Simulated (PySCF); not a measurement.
These compounds are isomers of formula C4H9BN2.

A. SMILES C=CN1BNCC1
B. `InChI=1S/C4H9BN2/c1-2-5-6-3-4-7-5/h2,6-7H,1,3-4H2`
C. `C1[C@@H](C=C)NBN1`

Spectrum 1. ¹³C{¹H} NMR (computed): δ 153.2 (CH), 120.1 (CH2), 63.2 (CH), 53.4 (CH2).

Spectrum 2. ¹³C{¹H} NMR (computed): δ 141.4 (CH), 139.0 (CH2), 47.8 (CH2).

Spectrum 3. ¹³C{¹H} NMR (computed): δ 144.6 (CH), 87.7 (CH2), 47.0 (CH2), 46.6 (CH2).

PySCF 2.14 calculation with spin–spin couplings from B3LYP/pcJ-1 (spin–dipole term left out of most H,H and C,H couplings), PBE0-D3(BJ)/def2-SVP geometry and shieldings: GIAO PBE0/pcSseg-1; isolated molecule, relativity neglected, single conformer, fast rotation and ring inversion assumed for equivalent nuclei.

Referencing at the same level of theory: ¹³C (σref 184.41) against TMS. Carbons bonded to boron are broad in practice. Shifts are as computed. Against solution values, carbons near 30 ppm lie about +2 ppm off and those near 130 ppm about +5 ppm. Of 1211 compounds with measured shifts, 218 miss one by over three times the rms of a fit or turn the order of signals round; such compounds aren't used in these exercises.

Question: Which spectrum belongs to which compound?

Answer: 1–C, 2–B, 3–A.

- Spectrum 1 (C): 4 ¹³C signals; δC 153.2 is an alkene CH; δC 120.1 is a terminal =CH2 carbon.
- Spectrum 2 (B): 3 ¹³C signals; δC 141.4 is an alkene CH; δC 139.0 is a terminal =CH2 carbon.
- Spectrum 3 (A): 4 ¹³C signals; δC 144.6 is an alkene carbon bearing nitrogen; δC 87.7 is a β carbon of an enol-ether or enamine type C=C.
